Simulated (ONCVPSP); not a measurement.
Before and after: ONCV potential for Sc

* Element: scandium (Sc)
* Generator: ONCVPSP 4.0.1
* Type: optimised norm-conserving Vanderbilt (ONCV)
* Functional: LDA (Perdew-Wang 92)
* Relativity: scalar-relativistic
* Frozen core: [Ar]
* Valence charge: 3
* Reference configuration: 3d1 4s2
* Partial waves: 4s: rc 2.70 bohr, ncon 4, nbas 7, qcut 2.5 1/bohr, 2 projectors, debl 3.1 Ha; p scattering state at 0.15 Ha: rc 2.25 bohr, ncon 4, nbas 7, qcut 3.2 1/bohr, 2 projectors, debl 2.5 Ha; 3d: rc 2.35 bohr, ncon 4, nbas 8, qcut 7.6 1/bohr, 2 projectors, debl 2.9 Ha
* Local potential: polynomial inside 1.75 bohr (lpopt 5, dvloc0 0 Ha)
* Core correction: Teter function, fcfact 1.75, rcfact 1.45

Change: d: rc 2.8.

Cutoffs: the cutoffs (Ha) at which the residual kinetic energy of the hardest occupied pseudo-wave falls to 1 and 0.1 mHa per electron; they do not see the model core or the augmentation charge, which bear on the density cutoff. Errors are all-electron minus pseudo energies relative to the spin-unpolarised reference configuration.

Problem. Predict the effect on cutoff, ghosts and configuration errors.

Solution. The potential gets softer (19 Ha and 22 Ha → 15 Ha and 18 Ha); both files keep a bound ghost (p); of the 4 tests that both files solve, the error grows in 1 and shrinks in 1 by more than 15 % and 0.3 meV (median size 1.1 → 1.7 meV). A larger radius leaves more room for a smooth pseudo-wave, so fewer plane waves are needed.

```tsv
quantity	base	changed
cutoff, loose	19 Ha	15 Ha
cutoff, tight	22 Ha	18 Ha
loose cutoff by channel	s 2.4 Ha, d 19 Ha	s 2.4 Ha, d 15 Ha
bound ghosts	p	p
GHOST(+) flags under 300 eV	s at 46.8 eV	s at 46.8 eV
error for 3d1 4s1, meV [ΔE 7.06 eV]	+1.0	+0.8
error for 3d1 4s0, meV [ΔE 20.02 eV]	+1.1	-2.5
error for 3d1 4s1.5, meV [ΔE 2.82 eV]	+0.1	+0.1
error for 3d1 4s0 4p2, meV [ΔE 5.82 eV]	+4.7	+3.9
s: phases at 2.74 bohr within 0.05 rad from the reference energy up to (Ha; the scan ends near 5)	1.3	1.3
p: phases at 2.29 bohr within 0.05 rad from the reference energy up to (Ha; the scan ends near 5)	4.4	4.4
rms error of d²Exc/dni dnj with the model core, mHa	25.62	24.48
```

 A true bound ghost makes a file unfit for plane-wave use even where its test errors are small: the radial tests pick states by their node count and pass the ghost by.
